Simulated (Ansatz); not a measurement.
Start from `C[BH][InH2]` and change one atom or group to get `CBI`.

Ansatz, PBE0-D4/def2-TZVP geometries, multiplicity 1. 

Elements past krypton have def2 core potentials.

| property | `C[BH][InH2]` |
| --- | --- |
| ideal-gas entropy at 298 K and 1 bar (rigid rotor, harmonic PBE0-D4/def2-TZVP) / J/(mol·K) | 330 |
| LUMO energy (ωB97M-V/def2-TZVPP) / eV | -0.16 |
| HOMO energy (PBE/def2-TZVPP) / eV | -5.80 |
| size of the dipole moment (PBE/def2-TZVPP) / D | 1.69 |
| LUMO energy (PBE/def2-TZVPP) / eV | -2.60 |
| LUMO energy (PBE0/def2-TZVPP) / eV | -1.64 |

(1) What does the change do to each property? (An estimate is asked.)

Results:

(1) Ansatz gave: 
| property | `CBI` | shift |
| --- | --- | --- |
| ideal-gas entropy at 298 K and 1 bar (rigid rotor, harmonic PBE0-D4/def2-TZVP) / J/(mol·K) | 308 | -22 |
| LUMO energy (ωB97M-V/def2-TZVPP) / eV | 0.34 | 0.50 |
| HOMO energy (PBE/def2-TZVPP) / eV | -6.25 | -0.45 |
| size of the dipole moment (PBE/def2-TZVPP) / D | 1.33 | -0.36 |
| LUMO energy (PBE/def2-TZVPP) / eV | -2.54 | 0.06 |
| LUMO energy (PBE0/def2-TZVPP) / eV | -1.62 | 0.02 |

The zero-point energy changes by -27.5 kJ/mol with -6 modes. Dipoles are sizes alone; their direction can turn. Modes under 60 cm⁻¹, often nearly free rotors, make the harmonic entropy too high.

Spin–orbit coupling is left out; it splits and shifts lone-pair levels of the heavy atoms by tenths of an eV.
